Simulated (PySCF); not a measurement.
C6H6O. Atoms are numbered in the order given.

```xyz
13

C      0.0196    -2.9695     0.0000
C      0.0234    -1.6543     0.0000
C     -0.0201    -0.3213     0.0000
C     -1.2028     0.5420     0.0000
C     -0.7903     1.8298     0.0000
C      0.7103     1.8529     0.0000
O      1.1120     0.4774     0.0000
H      0.0210    -3.5583    -0.9385
H      0.0210    -3.5583     0.9385
H     -2.2320     0.1635     0.0000
H     -1.4212     2.7286     0.0000
H      1.1374     2.3641     0.8968
H      1.1374     2.3641    -0.8968
```

Geometry optimised at PBE-D3(BJ)/def2-SVP. One conformer was computed; it need not be the lowest.

Method: PBE0/pcSseg-1 (PySCF).

GIAO shieldings, no solvent; atoms alike by connectivity are averaged. δ = σ(ref) − σ: ¹³C against TMS (σ = 186.3 ppm); ¹⁷O against H2O (σ = 334.2 ppm); ¹H against TMS (σ = 31.56 ppm), references at their B3LYP-D3(BJ)/def2-TZVP geometries, non-relativistic.

**Question.** Estimate the chemical shifts. (An estimate is asked for; the answer gives what the named calculation found.)

**Answer.** 
| nucleus | atoms | count | δ (ppm) |
|---|---|---|---|
| ¹³C | C2 | 1 | 224.6 |
| ¹³C | C3 | 1 | 150.0 |
| ¹³C | C5 | 1 | 138.6 |
| ¹³C | C4 | 1 | 138.0 |
| ¹³C | C1 | 1 | 100.5 |
| ¹³C | C6 | 1 | 83.8 |
| ¹⁷O | O7 | 1 | 100.5 |
| ¹H | H10 | 1 | 6.78 |
| ¹H | H11 | 1 | 6.54 |
| ¹H | H8, H9 | 2 | 6.50 |
| ¹H | H12, H13 | 2 | 5.53 |
